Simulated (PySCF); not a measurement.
## Argon: a sound run and one with changed settings

Sound run: Ar²⁺ [Ne] 3s2 3p4, Ar³⁺ [Ne] 3s2 3p3. All numbers are calculated (PySCF 2.14, the spin-free X2C one-electron Hamiltonian (Gaussian nucleus), in x2c-SVPall). In the sound run the correlated levels freeze [Ne]. The sound run starts from symmetry-adapted Hartree-Fock orbitals and uses a fine grid where one is needed.

Changed run: all electrons correlated in a basis built for the valence shell.

```tsv
species	method	sound run (hartree)	changed run (hartree)	converged
Ar²⁺	MP2	-526.98667	-526.99434	yes
Ar²⁺	CCSD(T)	-527.00636	-527.01354	yes
Ar³⁺	MP2	-525.51915	-525.52673	yes
Ar³⁺	CCSD(T)	-525.53847	-525.54568	yes
```

Ionisation energy of Ar²⁺:

```csv
method,sound run (eV),changed run (eV)
UHF,39.431,39.431
MP2,39.933,39.936
SCS-MP2,39.954,39.957
CCSD,39.937,39.936
CCSD(T),39.943,39.942
```

A valence basis has no tight correlating functions, so it recovers only part of the core correlation, and not evenly between atom and ion.

For comparison, NIST gives 40.735 ± 0.012 eV between the lowest levels.
